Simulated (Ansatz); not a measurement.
Molecule: LaF, charge 0, multiplicity 1. 
Geometry from a B3LYP-D3(BJ)/def2-TZVP (Ansatz, a first-principles code) optimisation:
```
La
F 1 2.0897
```

Quantity: vertical electron affinity (to the doublet state of charge -1; a negative value means that the extra electron is unbound and the number depends on the basis; each state is the SCF solution reached for its spin; the UHF <S^2> is 1.18 for the doublet (pure: 0.75); for the doublet the Hartree-Fock reference is unstable and T1 is 0.079; for the singlet the Hartree-Fock reference is unstable and T1 is 0.020), in eV. Cores are frozen in the correlated levels unless marked. Open shells are spin-unrestricted. Spin-orbit coupling is left out. The frozen core is the preceding noble-gas configuration, with the filled d and f shells of earlier blocks. Past Kr the def2 sets carry scalar-relativistic core potentials. Anions need diffuse functions: def2-D sets add few. 

```csv
level,program,vertical electron affinity (eV)
SVWN5/def2-TZVPD,Ansatz,0.80
PBE/def2-TZVPD,Ansatz,0.82
r2SCAN/def2-TZVPD,Ansatz,1.06
B3LYP/def2-TZVPD,Ansatz,0.76
PBE0/def2-TZVPD,Ansatz,0.85
BHLYP/def2-TZVPD,Ansatz,0.64
CAM-B3LYP/def2-TZVPD,Ansatz,0.65
CCSD/def2-QZVPPD,Ansatz,0.62
CCSD(T)/def2-SVPD,Ansatz,0.54
```
